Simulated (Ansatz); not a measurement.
Isolated molecules relaxed with PBE0-D4/def2-TZVP in Ansatz; ΔE leaves out vibrations. CCSD(T)/CBS is the MP2 limit (def2-TZVPP, def2-QZVPP) plus CCSD(T) − MP2 in def2-TZVPP, frozen cores. DFT in def2-TZVPP. Each species was taken in one conformer, which may not be the lowest.

Consider the substitution at a C–C bond: `C/C(Cl)=C/CO` + `N[SiH2]F` → `OCN[SiH2]F` + `C=C(C)Cl`.

`C/C(Cl)=C/CO`:

```xyz
13

C    -0.821   -1.924    0.475
C    -0.372   -0.710   -0.256
Cl   -0.277   -0.945   -1.979
C    -0.071    0.459    0.298
C     0.405    1.696   -0.381
O     1.646    2.134    0.143
H    -1.816   -2.230    0.143
H    -0.144   -2.761    0.284
H    -0.851   -1.730    1.548
H    -0.152    0.516    1.381
H    -0.294    2.516   -0.194
H     0.457    1.546   -1.464
H     2.288    1.433    0.001
```

`N[SiH2]F`:

Cartesian coordinates in Å:
```
N -0.696 -0.250 0.742
Si 0.351 0.117 -0.540
F 1.765 0.731 -0.094
H -0.577 -1.074 1.308
H -1.218 0.463 1.224
H -0.290 1.150 -1.382
H 0.665 -1.138 -1.258
```

`OCN[SiH2]F`:

Z-matrix (Å, degrees):
```
C
N 1 1.436
O 1 1.406 2 114.1
H 1 1.098 2 107.7 3 124.1
H 1 1.092 2 110.6 3 -118.0
Si 2 1.700 1 124.9 3 -97.5
H 2 1.009 1 113.3 3 64.6
H 3 0.962 1 108.2 2 58.5
F 6 1.607 2 113.3 1 73.0
H 6 1.480 2 108.6 1 -43.4
H 6 1.479 2 108.4 1 -168.5
```

`C=C(C)Cl`:

```xyz
9

C    -1.262   -0.116    0.607
C    -0.101    0.395    0.230
C     0.928   -0.275   -0.608
Cl    0.337    2.005    0.723
H    -1.961    0.437    1.220
H    -1.530   -1.119    0.297
H     1.118    0.300   -1.517
H     1.874   -0.351   -0.067
H     0.596   -1.277   -0.885
```

Question: Is it downhill or uphill in electronic energy at CCSD(T)/CBS, and by how much? (An estimate is asked.)

Answer: The calculation gave: Uphill: ΔE = +18.4 kJ/mol.

Question: What do these levels give: PBE-D4, PBE0-D4, ωB97X-V, ωB97M-V, B2PLYP, PBE0, SCS-MP2/def2-TZVPP, MP2/def2-QZVPP, SCS-MP2/def2-QZVPP, HF/CBS(def2), MP2/CBS(def2), CCSD/CBS(def2)? (Best estimate.)

Answer: Computed: PBE-D4 16.3, PBE0-D4 16.9, ωB97X-V 14.6, ωB97M-V 15.8, B2PLYP 15.9, PBE0 16.6, SCS-MP2/def2-TZVPP 17.0, MP2/def2-QZVPP 21.2, SCS-MP2/def2-QZVPP 18.4, HF/CBS(def2) 11.2, MP2/CBS(def2) 22.0, CCSD/CBS(def2) 17.7 kJ/mol.

Largest T1 diagnostic among the species: 0.011.

In def2-TZVPP, CCSD(T) changes the Hartree–Fock value by +5.2 kJ/mol (the triples alone add +0.7 kJ/mol) and MP2 by +8.9 kJ/mol.
